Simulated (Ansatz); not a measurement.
Reaction (ligand exchange at the Si–F bond): `F[SiH2][GeH3]` + `C=N` → `C=N[SiH2][GeH3]` + H–F

Calculated with Ansatz (gas phase, PBE0-D4/def2-TZVP geometries, no zero-point term in ΔE). CBS: MP2 limit from def2 TZ/QZ plus the TZ coupled-cluster correction, frozen cores. This one scheme is used for every species. For Ge outer-core shells are correlated without core-valence functions, which leaves a few kJ/mol of doubt a bond. Scalar relativity is left out up to krypton. One conformer a species, not always the lowest.

| species | SCS-MP2/def2-TZVPP energy (Eh) |
| --- | --- |
| `F[SiH2][GeH3]` | -2467.39550 |
| `C=N` | -94.44217 |
| `C=N[SiH2][GeH3]` | -2461.47377 |
| H–F | -100.33020 |

Question: Work out ΔE.

Answer: ΔE = (-2461.47377) + (-100.33020) − (-2467.39550) − (-94.44217) = 0.03370 Eh = +0.92 eV. CCSD(T)/CBS gives +0.89 eV.

Largest T1 diagnostic among the species: 0.013.

The D4 term adds −0.10 eV with B3LYP and −0.05 eV with PBE0; it sums over pairs of atoms, weighted by their polarisabilities, and B3LYP, whose exchange is more repulsive, gets the larger term. In def2-TZVPP, CCSD(T) changes the Hartree–Fock value by −0.19 eV (the triples alone add −0.04 eV) and MP2 by −0.25 eV.

B3LYP here is the variant with VWN-RPA as its local correlation; programs differ in this.
